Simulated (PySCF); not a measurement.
Identify the compound

The spectra below were simulated for a compound C$_{7}$H$_{5}$FO$_{2}$.

¹H NMR (500 MHz, computed): δ 8.72 (m, 1H), 7.79 (m, 1H), 7.44 (m, 1H), 7.32 (m, 1H), 6.54 (br s, 1H).

¹³C{¹H} NMR (computed): δ 173.8 (C), 171.5 (C), 143.5 (CH), 142.7 (CH), 129.1 (CH), 122.9 (CH), 122.5 (C).

No solvent model, non-relativistic Hamiltonian, single conformer. PBE0-D3(BJ)/def2-TZVP structure; B97-2/pcSseg-2 with gauge-including orbitals; PySCF 2.14.

δ = σ(ref) − σ, references computed at the same level: TMS for ¹H (31.64 ppm), ¹³C (185.38 ppm).

Problem. Deduce the structure.

Solution. 
Rings plus π bonds: 5 (1 ring in the answer). 7 carbon signals for 7 carbons: no two carbons are equivalent. Carbon types of the structure: 3 × C, 4 × CH, leaving 1 H on heteroatoms. δC 173.8: aromatic carbon bearing fluorine; σ withdrawal by the attached heteroatom moves it downfield of the ring CH carbons. δC 171.5: carboxylic acid carbon; it is a carbonyl in resonance with an O or N lone pair, the region of acids, esters and amides. δC 143.5, 142.7, 129.1, 122.9: aromatic CH. δC 122.5: substituted aromatic carbon. δH 8.72, 7.79, 7.44, 7.32: hydrogen on an aromatic CH. δH 6.54: hydrogen on an acid hydroxyl oxygen; exchangeable; this is the value without hydrogen bonding to other molecules.

These data were computed for SMILES c1(F)c(C(=O)O)cccc1.

The shifts were computed for this structure.

OH/NH shifts are gas-phase values; hydrogen bonding in solution moves them, usually downfield. Splittings by ¹⁹F in the carbon and heteronuclear signals aren't shown, as no couplings were computed. Shifts are as computed. Against solution values, carbons near 30 ppm lie about +3 ppm off and those near 130 ppm about +7 ppm. Of 1211 compounds with measured shifts, 218 miss one by over three times the rms of a fit or turn the order of signals round; such compounds aren't used in these exercises. The C=O carbon of an acid or of an amide with N–H lies up to 10 ppm further downfield in solution, through hydrogen bonding that the calculation lacks. No couplings were computed; multiplicities are counted from neighbouring protons, with m where these are inequivalent, close in shift, in a saturated or five-membered ring or joined by F or P, and br s for small geminal =CH2 splittings.
